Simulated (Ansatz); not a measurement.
C2H5S, charge -1, singlet, at a GFN2-xTB geometry (a gas-phase anion, which may not be bound at this level). Base run: Ansatz (an electronic-structure program) with B3LYP/6-31G**.

Here is a job for Ansatz.
Ansatz 0.2 input:
```yaml
crystal:
  periodic: [false, false, false]
  atoms:
    - {symbol: C, position_ang: [1.52434303, 0.56093113, 0.31490785]}
    - {symbol: C, position_ang: [0.04453370, 0.87676947, 0.10016236]}
    - {symbol: S, position_ang: [-0.85537500, -0.67174547, -0.23650192]}
    - {symbol: H, position_ang: [-1.44275204, -0.78543274, 0.97497304]}
    - {symbol: H, position_ang: [-0.04239817, 1.42199110, -0.87086914]}
    - {symbol: H, position_ang: [2.05346159, 1.50095317, 0.52444131]}
    - {symbol: H, position_ang: [1.64604989, -0.08913262, 1.18939805]}
    - {symbol: H, position_ang: [2.05837829, 0.07334497, -0.52433387]}
basis:
  gaussian:
    orbitals: 6-31G__.json
hamiltonian:
  xc: b3lyp
total_charge: -1
```
The basis file holds 6-31G** in the JSON format of the Basis Set Exchange.

The base run was repeated with changes; each row names its change, and settings that it needs were set with it.

```json
[
 {"change": "base", "E (Eh)": "-477.34511"},
 {"change": "functional = wB97X-V", "E (Eh)": "…"},
 {"change": "functional = BHLYP", "E (Eh)": "-477.26405"},
 {"change": "functional = revpbe", "E (Eh)": "-477.22736"},
 {"change": "functional = wB97M-V", "E (Eh)": "-477.24769"},
 {"change": "functional = pbe0", "E (Eh)": "-477.08583"},
 {"change": "functional = r2scan", "E (Eh)": "-477.24536"},
 {"change": "functional = hse06", "E (Eh)": "-477.07332"},
 {"change": "functional = lc_wpbe", "E (Eh)": "…"},
 {"change": "functional = B2GP-PLYP", "E (Eh)": "…"},
 {"change": "functional = cam_b3lyp", "E (Eh)": "-477.28074"},
 {"change": "functional = pbe", "E (Eh)": "-477.03616"},
 {"change": "functional = B2PLYP", "E (Eh)": "…"}
]
```

Problem. What belongs in the gaps?

Solution. 
- functional = wB97X-V, E (Eh): -477.23887
- functional = lc_wpbe, E (Eh): -477.15996
- functional = B2GP-PLYP, E (Eh): -477.00569
- functional = B2PLYP, E (Eh): -477.07620

Totals shift with the method and basis; they matter in differences.

A gas-phase anion may not be bound at this level; its values then depend on the basis.
